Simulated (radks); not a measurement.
Problem. Dipole-allowed excitations along the series with 78 electrons in [Xe] 4f14 5d10. Method: scalar-relativistic Kohn-Sham, LB94 model potential, spin-unpolarised, spherical densities, finite nucleus; Fermi nuclear charge, rms radius of each element as measured or else 0.836 A^(1/3) + 0.57 fm; computed with a radial shooting solver on a logarithmic mesh with Libxc functionals. Time-dependent linear response with the Hartree and adiabatic LDA kernel, continuum included through the Sternheimer equations, no spin-orbit coupling, so fine structure and intercombination lines are absent. Lines are the poles of the dipole polarisability below minus the highest occupied eigenvalue, found on a grid refined at the orbital gaps; the lowest seven at most are given, and weak or close lines can be missed. The first line takes the name of the lowest orbital gap if no other gap lies below it; otherwise a line is named after a gap within 0.6 % of it, if that gap stands alone.

| species | -e(HOMO) (eV) | lowest orbital gap (eV) | first line (eV) | f | strongest line (eV) | its f | static alpha (bohr^3) |
|---|---|---|---|---|---|---|---|
| Hg2+ | 36.440 | 5d-6p 14.899 | 15.818 (5d-6p) | 0.927 | 28.469 (unassigned) | 1.10 | 7.703 |
| Tl3+ | 52.729 | 5d-6p 20.513 | 21.519 (5d-6p) | 1.03 | 38.335 (unassigned) | 2.18 | 5.243 |

Estimate the first line of Au+, its oscillator strength and the static polarisability.

Solution. 10.627 eV (5d-6p), f = 0.778, alpha = 12.61 bohr^3.
